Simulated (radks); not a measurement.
Question: Neutral silver, [Kr] 4d10 5s1. Calculated with a radial shooting solver on a logarithmic mesh with Libxc functionals: non-relativistic Kohn-Sham, r2SCAN, spin-polarised, spherical densities, point nucleus; meta-GGA in the generalised Kohn-Sham scheme. Every spin shell is full or empty, so the densities are truly spherical. Functionals are evaluated on that one density, not self-consistently. Rank these orbital-free kinetic functionals by their error against the exact value of the orbitals, and give that value: Thomas-Fermi, von Weizsacker, TF + vW, TF + vW/9, TF + vW/5, LC94, APBEK, revAPBEK, Perdew 92, Thakkar, Pearson, LKT, DePristo-Kress, Ernzerhof.

Answer: Exact: 5197.89 hartree. From best to worst, with 100 (|E| - |E exact|)/|E exact| (equal figures are ties): DePristo-Kress -0.07, LC94 +0.09, APBEK +0.15, revAPBEK +0.33, Ernzerhof -0.37, Thakkar -0.53, Perdew 92 -0.65, TF + vW/9 -0.66, Pearson -0.92, TF + vW/5 +3.11, Thomas-Fermi -5.38, LKT +19.68, TF + vW +37.05, von Weizsacker -57.57.
